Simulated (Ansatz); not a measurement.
`Cl[SiH](Cl)[GeH3]` + `[F][Sb]([SiH3])[Cl]` → `F[SiH](Cl)[GeH3]` + `[SiH3][Sb]([Cl])[Cl]`  (redistribution)

Computed with Ansatz on PBE0-D4/def2-TZVP structures; ΔE is electronic, products minus reactants. CCSD(T)/CBS is the MP2 limit (def2-TZVPP, def2-QZVPP) plus CCSD(T) − MP2 in def2-TZVPP, frozen cores. Functionals use def2-TZVPP. Elements past krypton have def2 core potentials. For Ge, Sb outer-core shells are correlated without core-valence functions, which leaves a few kJ/mol of doubt a bond. Scalar relativity is left out up to krypton.

CCSD(T)/CBS gives -70.7 kJ/mol.

Q: Another level gave -68.8 kJ/mol. Which?
A. ωB97X-V/def2-TZVPP
B. HF/def2-TZVPP
C. MP2/def2-TZVPP
D. CAM-B3LYP-D4/def2-TZVPP

A: D. CAM-B3LYP-D4 -68.8, ωB97X-V -64.0, MP2/def2-TZVPP -74.2, HF/def2-TZVPP -80.0 kJ/mol.

Largest T1 diagnostic among the species: 0.014.

From BLYP to BHLYP (50 % exact exchange), in def2-TZVPP and without D4, ΔE moves by −10.3 kJ/mol. In def2-TZVPP, CCSD(T) changes the Hartree–Fock value by +7.8 kJ/mol (the triples alone add +1.7 kJ/mol) and MP2 by +5.8 kJ/mol.
